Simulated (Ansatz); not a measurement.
Reactions of `[OH][GeH2][O][SiH](O)O`.

Calculated with Ansatz (gas phase, PBE0-D4/def2-TZVP geometries, no zero-point term in ΔE). CCSD(T)/CBS is the MP2 limit (def2-TZVPP, def2-QZVPP) plus CCSD(T) − MP2 in def2-TZVPP, frozen cores. This one scheme is used for every species. For Ge outer-core shells are correlated without core-valence functions, which leaves a few kJ/mol of doubt a bond. Scalar relativity is left out up to krypton. One conformer a species, not always the lowest.

(1) Order these by ΔE at CCSD(T)/CBS, lowest first. (An estimate is asked.)
A. `[OH][GeH2][O][SiH](O)O` + H–F → `O[SiH](O)F` + `[OH][GeH2][OH]`
B. `[OH][GeH2][O][SiH](O)O` + `O[SiH](O)F` → `O[SiH](O)O[SiH](O)F` + `[OH][GeH2][OH]`
C. `[OH][GeH2][O][SiH](O)O` + `N[SiH3]` → `[OH][GeH2][NH][SiH3]` + `O[SiH](O)O`
D. `[OH][GeH2][O][SiH](O)O` + `C=CF` → `C=C(F)[SiH](O)O` + `[OH][GeH2][OH]`
E. `[OH][GeH2][O][SiH](O)O` + `O[SiH](O)S` → `O[SiH](O)S[SiH](O)O` + `[OH][GeH2][OH]`
F. `[OH][GeH2][O][SiH](O)O` + `CNC` → `CN(C)[SiH](O)O` + `[OH][GeH2][OH]`

Largest T1 diagnostic: 0.012, for `C=C(F)[SiH](O)O`.

Answers

(1) A (-3.5 kcal/mol), B (+1.8 kcal/mol), C (+8.1 kcal/mol), E (+14.9 kcal/mol), F (+17.8 kcal/mol), D (+35.3 kcal/mol).
